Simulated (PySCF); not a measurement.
Basis and Hamiltonian dependence of the ionisation energy of Sn²⁺

Sn²⁺ [Kr] 4d10 5s2 (1S) → Sn³⁺ [Kr] 4d10 5s1 (2S). Calculated with PySCF 2.14 from differences of total energies of unrestricted determinants, without spin-orbit coupling. Values in eV.

```
                                                                      basis       Hamiltonian  functions     UHF     PBE    PBE0  MP2 (valence)  CCSD(T) (valence)  CCSD(T) (valence and next inner shell)
                                                   cc-pVDZ-PP with ECP28MDF               ECP         23  28.543     n/a     n/a         29.135             29.428                                     n/a
                       def2-SVP with the def2 core potential (28 electrons)               ECP         26  28.557     n/a     n/a         29.151             29.439                                     n/a
                                                                 x2c-SVPall     spin-free X2C         36  28.651     n/a  30.468         29.243             29.541                                     n/a
                      def2-TZVP with the def2 core potential (28 electrons)               ECP         50  28.536     n/a     n/a         29.217             29.475                                     n/a
                                               aug-cc-pVTZ-PP with ECP28MDF               ECP         55  28.537  30.791  30.421         29.209             29.466                                     n/a
                    def2-TZVPPD with the def2 core potential (28 electrons)               ECP         56  28.541  30.807  30.436         29.224             29.481                                  30.300
                                                               x2c-TZVPPall     spin-free X2C         60  28.541  30.697  30.358         29.208             29.464                                  30.316
aug-cc-pVTZ-PP with one added diffuse shell each of d, f type with ECP28MDF               ECP         67  28.537  30.791  30.421         29.210             29.466                                     n/a
                                                               ANO-RCC-VTZP     spin-free X2C         68  28.535  30.657  30.321         29.170             29.421                                  30.335
                                             aug-cc-pwCVTZ-PP with ECP28MDF               ECP         96  28.533  30.799  30.425         29.234             29.480                                  30.444
                                                            aug-cc-pVQZ-DK3     spin-free X2C        102  28.522  30.666  30.325         29.223             29.462                                     n/a
                                                               x2c-QZVPPall     spin-free X2C        112  28.522  30.689  30.342         29.224             29.462                                     n/a
     aug-cc-pwCVTZ-DK3 with one added diffuse shell each of s, p, d, f type     spin-free X2C        125  28.520  30.684  30.337         29.215             29.460                                     n/a
                                                                 dyall-av2z  non-relativistic        130  27.410  29.483  29.151         28.070             28.377                                     n/a
```

Frozen in the all-electron rows: valence: [Kr] 4d10; valence and next inner shell: [Ar] 3d10; with a core potential, the same shells as far as they lie outside it.

Non-relativistic rows lack the scalar-relativistic shift.

Reference for a calculation without spin-orbit coupling: 30.506 eV (measured, between term centres; NIST).
